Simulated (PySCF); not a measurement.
## Related systems: bowl and non-alternant core

All values: TDA CAM-B3LYP/def2-SVP, gas phase, PySCF SCF with an in-house response code, fitting set def2-universal-JFIT up to Ne and JKFIT beyond, grid level 1 (kernel 0), vertical, one conformer each, geometries GFN2-xTB; core orbitals frozen in the response, virtual orbitals above 1.5 Eh left out. The lowest 6 singlets were sought, and the brightest is taken among them. The runs took 0.9 to 3 CPU minutes each on shared server CPUs.

The basis has no diffuse functions, so the polarisability comes out too low.

```json
{"system": "C1=C2C(=Cc3ccccc32)c2ccccc21", "formula": "C16H10", "HOMO-LUMO gap / eV": "5.49", "S1 / eV": "2.63", "polarisability / bohr³": "184", "LUMO / eV": "-1.43", "vertical IP (ΔSCF) / eV": "7.42"}
{"system": "Clc1ccc2c(c1)C1=Cc3ccc(Cl)cc3C1=C2", "formula": "C16H8Cl2", "HOMO-LUMO gap / eV": "5.37", "S1 / eV": "2.58", "polarisability / bohr³": "212", "LUMO / eV": "-1.78", "vertical IP (ΔSCF) / eV": "7.60"}
{"system": "N#Cc1cccc2c1C1=Cc3cccc(C#N)c3C1=C2", "formula": "C18H8N2", "HOMO-LUMO gap / eV": "5.52", "S1 / eV": "2.67", "polarisability / bohr³": "211", "LUMO / eV": "-2.17", "vertical IP (ΔSCF) / eV": "8.14"}
{"system": "CSc1ccc2c(c1)C1=Cc3ccccc3C1=C2", "formula": "C17H12S", "HOMO-LUMO gap / eV": "5.10", "S1 / eV": "2.48", "polarisability / bohr³": "222", "LUMO / eV": "-1.46", "vertical IP (ΔSCF) / eV": "7.00"}
{"system": "CC(C)(C)c1ccc2c(c1)C=C1C2=Cc2ccccc21", "formula": "C20H18", "HOMO-LUMO gap / eV": "5.42", "S1 / eV": "2.59", "polarisability / bohr³": "236", "LUMO / eV": "-1.37", "vertical IP (ΔSCF) / eV": "7.22"}
{"system": "Clc1cccc2c1C1=Cc3ccccc3C1=C2", "formula": "C16H9Cl", "HOMO-LUMO gap / eV": "5.50", "S1 / eV": "2.65", "polarisability / bohr³": "193", "LUMO / eV": "-1.57", "vertical IP (ΔSCF) / eV": "7.54"}
{"system": "N#CC1=C2C(=Cc3ccccc32)c2ccccc21", "formula": "C17H9N", "HOMO-LUMO gap / eV": "5.18", "S1 / eV": "2.39", "polarisability / bohr³": "199", "LUMO / eV": "-2.16", "vertical IP (ΔSCF) / eV": "7.81"}
```
